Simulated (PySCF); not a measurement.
Theory: core-valence-separated Tamm–Dancoff BHandHLYP/aug-pcX-1 (pcseg-1 on H) in PySCF, non-relativistic, gas phase, PBE0-D3(BJ)/def2-SVP geometry. Absolute energies from this functional tend to lie a few eV below measured edges; no shift was applied.

Main lines of an unknown, eV (oscillator strength): C K: 282.3 (0.054), 282.7 (0.038), 282.8 (0.072), 283.2 (0.028), 283.7 (0.076); F K: 685.6 (0.026), 687.4 (0.031), 687.7 (0.018), 688.1 (0.027), 688.5 (0.029). Listed: the first five lines at most of each edge with a tenth or more of its strongest line's intensity; roots within 0.03 eV on the same or equivalent atoms are summed. Only the lowest roots were sought, and the top ones are left out.

Question: Which candidate gives them?
A. `C#C/C=C\C(F)(F)F`
B. `FC(F)(F)C=C1C=C1`

Answer: A. 

- `C#C/C=C\C(F)(F)F`: C K: 282.3 (0.054), 282.7 (0.038), 282.8 (0.072), 283.2 (0.028), 283.7 (0.076); F K: 685.6 (0.026), 687.4 (0.031), 687.7 (0.018), 688.1 (0.027), 688.5 (0.029). First C line listed at 282.3 eV, hole on the alkene CH carbon (1s→π*); first F line listed at 685.6 eV, hole on the fluorine of a CF3 group.
- `FC(F)(F)C=C1C=C1`: C K: 282.9 (0.059), 282.9 (0.072), 284.0 (0.042), 284.4 (0.081), 285.8 (0.016); F K: 686.8 (0.024), 686.8 (0.023), 687.1 (0.015), 687.5 (0.017), 687.7 (0.025). First C line listed at 282.9 eV, hole on the alkene CH carbon (1s→π*); first F line listed at 686.8 eV, hole on the fluorine of a CF3 group.

One conformer each; other structures than these candidates weren't tested.

The values belong to the conformer `[CH:1]#[C:2]/[CH:3]=[CH:4]\[C:5]([F:6])([F:7])[F:8]`: C3–C4–C5–F6 61°.
